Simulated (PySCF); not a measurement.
Partial charges of `COC1=C[C@@H](CCl)[SiH2]C1`

Species: C6H11ClOSi.
Cartesian coordinates in Å at the GFN2-xTB level; atoms count from 1:
```xyz
20
C6H11ClOSi angstrom
C      2.883   -0.450   -0.868
O      2.100   -0.899    0.208
C      0.857   -0.360    0.353
C      0.300    0.605   -0.373
C     -1.113    1.009   -0.058
C     -2.043    0.607   -1.192
Cl    -2.101   -1.166   -1.324
Si    -1.489    0.102    1.590
C      0.082   -0.962    1.491
H      3.804   -1.030   -0.837
H      2.376   -0.619   -1.824
H      3.118    0.616   -0.771
H      0.785    1.079   -1.212
H     -1.179    2.099    0.025
H     -1.697    0.980   -2.159
H     -3.064    0.944   -1.013
H     -2.746   -0.642    1.593
H     -1.449    1.055    2.704
H      0.689   -0.947    2.395
H     -0.119   -2.010    1.271
```

Density: PBE0/pcSseg-1 (PySCF); schemes: Mulliken, IAO, Hirshfeld and ESP-fitted. The structure is a single GFN2-xTB conformer in the gas phase; no vibrational or solvent corrections.

Q: At which atom do the 4 schemes differ most?

A: At C5: from -0.518 (Mulliken) to +0.033 e (ESP-fitted), 0.551 e apart.

Q: For which atoms does the sign change between the 4 schemes (beyond +0.03 e in one, beyond −0.03 e in another)?

A: C5.

Q: What partial charge does each atom carry?

A: In e:

```csv
atom,environment,Mulliken,IAO,Hirshfeld,ESP-fitted
C1,methoxy carbon,-0.038,-0.206,-0.034,-0.087
O2,ether oxygen,-0.477,-0.328,-0.107,-0.347
C3,vinylic carbon bearing oxygen,+0.158,+0.216,+0.073,+0.492
C4,alkene CH carbon,-0.169,-0.275,-0.109,-0.575
C5,sp3 carbon bound to silicon,-0.518,-0.373,-0.119,+0.033
C6,sp3 C–Cl carbon,-0.120,-0.230,-0.035,-0.373
Cl7,alkyl chlorine,-0.168,-0.114,-0.053,-0.134
Si8,SiH2 silicon,+0.702,+0.745,+0.332,+0.465
C9,sp3 carbon bound to silicon,-0.453,-0.555,-0.171,-0.483
H10,methyl hydrogen,+0.130,+0.163,+0.054,+0.120
H11,methyl hydrogen,+0.110,+0.136,+0.043,+0.085
H12,methyl hydrogen,+0.106,+0.133,+0.042,+0.065
H13,vinylic hydrogen,+0.091,+0.139,+0.034,+0.219
H14,methine hydrogen,+0.150,+0.147,+0.039,+0.076
H15,methylene hydrogen,+0.157,+0.156,+0.045,+0.204
H16,methylene hydrogen,+0.160,+0.156,+0.045,+0.169
H17,Si–H hydrogen,-0.055,-0.111,-0.078,-0.093
H18,Si–H hydrogen,-0.080,-0.124,-0.082,-0.131
H19,methylene hydrogen,+0.151,+0.161,+0.042,+0.135
H20,methylene hydrogen,+0.163,+0.166,+0.040,+0.159
```

Mean size of the charges over all atoms: IAO 0.232 e, ESP-fitted 0.222 e, Mulliken 0.208 e, Hirshfeld 0.079 e. Each set sums to the total charge, 0, to within 0.001 e. The Hirshfeld scheme weights the molecular density at each point by an atom's share of the summed free-atom densities.

Q: Sum the charges by element, for elements with more than one atom.

A: 
```
element  atoms  Mulliken     IAO  Hirshfeld  ESP-fitted
      C      6    -1.141  -1.423     -0.396      -0.993
      H     11    +1.084  +1.121     +0.224      +1.008
```

Q: How many electrons does the ESP-fitted scheme count on C9?

A: Z − q = 6 − (-0.483) = 6.483.
